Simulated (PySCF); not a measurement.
Xe²⁺ (xenon, charge +2) across methods

[Kr] 4d10 5s2 5p4, high-spin 3P determinant. Computed with PySCF 2.14 in ANO-RCC-VTZP, with the spin-free X2C one-electron Hamiltonian (Gaussian nucleus).

```json
{"method": "UHF", "E (hartree)": "-7442.06003", "mean ε 5s β (eV)": "-43.062", "mean ε 5p α (eV)": "-32.366", "mean ε 5p β (eV)": "-30.079", "Σ⟨r²⟩ (bohr²)": "43.34", "⟨S²⟩": "2.010"}
{"method": "PBE", "E (hartree)": "-7444.57", "mean ε 5s β (eV)": "-38.246", "mean ε 5p α (eV)": "-27.360", "mean ε 5p β (eV)": "-25.754", "Σ⟨r²⟩ (bohr²)": "42.99", "⟨S²⟩": "2.002"}
{"method": "CAM-B3LYP", "E (hartree)": "-7445.40", "mean ε 5s β (eV)": "-41.535", "mean ε 5p α (eV)": "-30.149", "mean ε 5p β (eV)": "-28.565", "Σ⟨r²⟩ (bohr²)": "43.07", "⟨S²⟩": "2.002"}
{"method": "LDA", "E (hartree)": "-7438.27", "mean ε 5s β (eV)": "-38.708", "mean ε 5p α (eV)": "-27.463", "mean ε 5p β (eV)": "-25.941", "Σ⟨r²⟩ (bohr²)": "42.94", "⟨S²⟩": "2.001"}
{"method": "B3LYP", "E (hartree)": "-7445.08", "mean ε 5s β (eV)": "-39.667", "mean ε 5p α (eV)": "-28.442", "mean ε 5p β (eV)": "-26.876", "Σ⟨r²⟩ (bohr²)": "43.06", "⟨S²⟩": "2.002"}
{"method": "r2SCAN", "E (hartree)": "-7445.00", "mean ε 5s β (eV)": "-38.356", "mean ε 5p α (eV)": "-27.869", "mean ε 5p β (eV)": "-26.078", "Σ⟨r²⟩ (bohr²)": "42.99", "⟨S²⟩": "2.005"}
{"method": "wB97X-V", "E (hartree)": "-7444.71", "mean ε 5s β (eV)": "-42.598", "mean ε 5p α (eV)": "-31.168", "mean ε 5p β (eV)": "-29.654", "Σ⟨r²⟩ (bohr²)": "43.00", "⟨S²⟩": "2.003"}
{"method": "PBE0", "E (hartree)": "-7444.65", "mean ε 5s β (eV)": "-39.787", "mean ε 5p α (eV)": "-28.856", "mean ε 5p β (eV)": "-27.109", "Σ⟨r²⟩ (bohr²)": "42.97", "⟨S²⟩": "2.003"}
```
